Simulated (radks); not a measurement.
Coulomb parameter of the 5d shell of the iridium ion Ir+ in the model configuration [Xe] 4f14 5d6 6s1 6p1, as a second difference U = [E(n + 0.5) + E(n - 0.5) - 2 E(n)] / (0.5)^2 with all orbitals relaxed. "Bare": the charge of the atom changes with n. "Screened": the 6p shell takes up the change at fixed total charge, which measures U(5d,5d) + U(6p,6p) - 2 U(5d,6p). All-electron calculation, Dirac Kohn-Sham, BLYP, spin-unpolarised, spherical densities, finite nucleus; open shells are shared between the two j in proportion to 2j + 1; Fermi nuclear charge, rms radius 5.4032 fm. Program: a radial shooting solver on a logarithmic mesh with Libxc functionals.

| case | configuration | E - E(n) (eV) |
|---|---|---|
| start | [Xe] 4f14 5d6 6s1 6p1 | 0.000 |
| bare +0.5 | [Xe] 4f14 5d6.5 6s1 6p1 | -8.065 |
| bare -0.5 | [Xe] 4f14 5d5.5 6s1 6p1 | 10.808 |
| screened +0.5 | [Xe] 4f14 5d6.5 6s1 6p0.5 | -4.775 |
| screened -0.5 | [Xe] 4f14 5d5.5 6s1 6p1.5 | 5.363 |

U(bare) = 10.974 eV, U(screened by 6p) = 2.351 eV, against the Slater integral F0(5d,5d) = 15.112 eV with frozen orbitals.
